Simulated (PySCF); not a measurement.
## Molecular orbitals of BiP⁺

B3LYP at R = 2.398 Å; Bi cc-pVDZ-PP with ECP60, P cc-pV(D+d)Z; scalar-relativistic core potentials (PySCF 2.14). State: ²Π (doublet), unpaired electrons π ↑. Only the outer orbitals are listed, counted within each symmetry, core potentials removing the inner ones.

```
spin  orbital  occ.  ε (eV)  on Bi (%)  main shells (%)
   α       7σ     1  -24.13         60  57 Bi s, 35 P s
   α       8σ     1  -20.21         42  58 P s, 38 Bi s
   α       9σ     1  -13.45         43  51 P p, 39 Bi p
   α       4π     1  -13.39         39  60 P p, 37 Bi p
   α       4π     1  -12.75         41  58 P p, 40 Bi p
   α       5π     0   -9.66         62  62 Bi p, 38 P p
   α       5π     0   -9.10         60  59 Bi p, 40 P p
   α      10σ     0   -5.84         63  61 Bi p, 38 P p
   β       7σ     1  -23.65         68  65 Bi s, 28 P s
   β       8σ     1  -19.65         36  64 P s, 30 Bi s
   β       9σ     1  -13.24         43  51 P p, 40 Bi p
   β       4π     1  -12.50         52  51 Bi p, 47 P p
   β       4π     0  -11.09         60  59 Bi p, 39 P p
   β       5π     0   -8.94         49  50 P p, 48 Bi p
   β       5π     0   -8.60         41  59 P p, 40 Bi p
```

**Question.** Which are the highest filled and the lowest empty level, where do they sit, and how wide is the gap?

**Answer.** Highest filled β 4π at -12.50 eV (in %: 51 Bi p, 47 P p); lowest empty β 4π at -11.09 eV (in %: 59 Bi p, 39 P p); the gap at B3LYP is 1.41 eV. Both belong to one degenerate shell, split only by its one-sided filling, so this is no excitation gap.

```json
{
 "bond order (Mayer)": "2.41",
 "⟨S²⟩": "0.763",
 "charge on Bi (Mulliken, basis-dependent)": "0.79",
 "charge on Bi (Löwdin, basis-dependent)": "0.80",
 "dipole moment (positive dipole points towards P; it is taken about the centre of mass and depends on that origin)": "1.02 D",
 "polarisability along the bond": "89.2 bohr³",
 "polarisability across the bond": "29.6 bohr³"
}
```

These are scalar-relativistic numbers at best; spin–orbit coupling would shift them, the dissociation energy most. The state is the lowest determinant that a PBE0 search found; another state may lie lower at other levels.
